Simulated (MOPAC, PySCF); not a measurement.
[Zn(CH3)2], neutral singlet in the gas phase. 

Cartesian coordinates (Å):
```xyz
9

Zn     0.0000     0.0000     0.0000
C     -1.7024     0.8429     0.4271
H     -2.0378     1.5167    -0.3891
H     -1.6330     1.4514     1.3532
H     -2.5011     0.0878     0.5844
C      1.7024    -0.8429    -0.4271
H      1.6012    -1.5574    -1.2710
H      2.1047    -1.4075     0.4402
H      2.4660    -0.0911    -0.7177
```
Charge 0, multiplicity 1.

All levels are single points at this geometry (PBE-D3(BJ)/def2-SVP); Pople sets use spherical d functions. Orbital energies aren't observables, and empty levels follow the basis.

HF/STO-3G in PySCF gives gap (eV) = 8.85.

Estimate the gap (eV) from each of these levels: PBE-D3(BJ)/def2-TZVP in PySCF; TPSSh-D3(BJ)/def2-TZVP in PySCF; B3LYP/3-21G in PySCF; HF/3-21G in PySCF; PM3 in MOPAC.


```
level                            gap (eV)
-------------------------------  --------
PBE-D3(BJ)/def2-TZVP in PySCF        5.50
TPSSh-D3(BJ)/def2-TZVP in PySCF      6.42
B3LYP/3-21G in PySCF                 6.76
HF/3-21G in PySCF                   11.92
PM3 in MOPAC                        11.14
```
